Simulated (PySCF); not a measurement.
A species of formula C8H14OSi has this rotational fingerprint, computed with PBE0/pcSseg-1 in PySCF (dipole) on a GFN2-xTB geometry, gas phase:

| Item | Value |
| --- | --- |
| Rotational constants | A = 1967, B = 678.0, C = 622.0 MHz |
| Dipole components | \|μa\| = 3.87 D, \|μb\| = 0.32 D, \|μc\| = 0.72 D |
| Inertial defect | -189.85 u·Å² |
| κ | -0.92 |

Question: Which candidate fits, each taken in the one conformer that was computed?
A. `[CH2:1]=[CH:2][CH2:3][C:4](=[O:5])/[CH:6]=[CH:7]/[SiH:8]([CH3:9])[CH3:10]` with C1–C2–C3–C4 -110°, C2–C3–C4–O5 -107°, C3–C4–C6–C7 -179°, C6–C7–Si8–C9 131°
B. `[CH2:1]=[CH:2][C@:3]([CH:4]=[O:5])([CH2:6][SiH3:7])[CH:8]1[CH2:9][CH2:10]1` with C1–C2–C3–C4 150°, C2–C3–C4–O5 -147°, C2–C3–C6–Si7 160°, C2–C3–C8–C9 43°
C. `[CH3:1][C:2]#[C:3][C@@:4]([CH3:5])([CH:6]=[O:7])[C@H:8]([CH3:9])[SiH3:10]` with C3–C4–C6–O7 150°, C3–C4–C8–C9 -43°
D. `[CH2:1]=[C:2]([CH3:3])[C@@:4]1([SiH3:5])[CH2:6][C@H:7]1[C:8]([CH3:9])=[O:10]` with C1–C2–C4–Si5 79°, C6–C7–C8–C9 -159°
E. `[CH2:1]=[CH:2][C@@:3]([CH:4]=[O:5])([CH2:6][SiH3:7])[C:8](=[CH2:9])[CH3:10]` with C1–C2–C3–C4 169°, C2–C3–C4–O5 3°, C2–C3–C6–Si7 -56°, C2–C3–C8–C9 -120°

Answer: C. It is CC#C[C@@](C)(C=O)[C@H](C)[SiH3], a near-prolate asymmetric top, point group C1. The candidates at the same level (rigid rotor, commonest isotopes):

```csv
SMILES,A (MHz),B (MHz),C (MHz),μa (D),μb (D),μc (D),Δ (u·Å²),point group,rotor
C=C[C@@](C=O)(C[SiH3])C(=C)C,1475,855.1,791.9,1.15,2.09,0.92,-295.37,C1,asymmetric top
C=C[C@](C=O)(C[SiH3])C1CC1,1550,846.3,794.4,3.53,0.48,0.18,-286.95,C1,asymmetric top
CC#C[C@@](C)(C=O)[C@H](C)[SiH3],1967,678.0,622.0,3.87,0.32,0.72,-189.85,C1,near-prolate asymmetric top
C=C(C)[C@@]1([SiH3])C[C@H]1C(C)=O,1488,918.8,754.5,0.68,2.07,0.23,-219.90,C1,asymmetric top
C=CCC(=O)/C=C/[SiH](C)C,1865,470.2,419.5,0.89,2.02,1.16,-141.09,C1,near-prolate asymmetric top
```

`C=CCC(=O)/C=C/[SiH](C)C` has C 33 % too low; `C=C[C@](C=O)(C[SiH3])C1CC1` has C 28 % too high; `C=C[C@@](C=O)(C[SiH3])C(=C)C` has C 27 % too high; `C=C(C)[C@@]1([SiH3])C[C@H]1C(C)=O` has B 36 % too high. No structure here is proved a minimum.
